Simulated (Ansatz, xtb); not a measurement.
**C5H2FNSe: 6 structures ranked**

6 gas-phase structures of C5H2FNSe, from a drawn sample of its isomers (lower ones may exist). Each was relaxed with GFN2-xTB:

A. `N#Cc1c[se]cc1F`, a singlet
B. `C#Cc1cnc(F)[se]1`, a singlet
C. `N#Cc1c[se]c(F)c1`, a singlet
D. `C#Cc1c[se]nc1F`, a singlet
E. `C#Cc1cc(F)[se]n1`, a singlet
F. `C#Cc1nc(F)c[se]1`, a singlet

Question: Estimate their order in r2SCAN-D4/def2-SVP energy at these geometries, lowest first.

Answer: Calculated order at r2SCAN-D4/def2-SVP: A (0.0), C (3.0), B (27.5), F (28.1), D (31.7), E (41.8) kcal/mol. Less than 1 kcal/mol parts B and F, so the order within that pair means little.

Energies above the lowest of each column, in kcal/mol; the last columns are at B3LYP-D3(BJ)/def2-SVP geometries and were run for some of them only (a dash: not run or not comparable):

```tsv
structure	GFN2-xTB	HF/STO-3G	r2SCAN-D4/def2-SVP	B3LYP-D3(BJ)/def2-SVP	CCSD(T)/def2-SVP + ΔMP2/def2-TZVPP
A	0.0	0.4	0.0	0.0	0.0
C	0.2	0.0	3.0	2.9	2.8
B	10.2	41.0	27.5	28.4	31.1
F	10.8	45.9	28.1	–	–
D	9.6	45.7	31.7	–	–
E	13.8	49.8	41.8	–	–
```

CCSD(T)/def2-SVP + ΔMP2/def2-TZVPP puts A lowest of those it was run on; HF/STO-3G picks C. Frequencies (GFN2-xTB) were run for A, B, C alone. ΔMP2 is the change of the MP2 energy from the smaller to the larger basis.

Over these structures GFN2-xTB departs from r2SCAN-D4/def2-SVP by 8.8 kcal/mol on average once a common shift is removed. A GFN2-xTB relaxation took about 0.091 s and the r2SCAN-D4/def2-SVP energy about 2.1 s on a shared host (Ansatz 0.2.0, xtb 6.7.1).
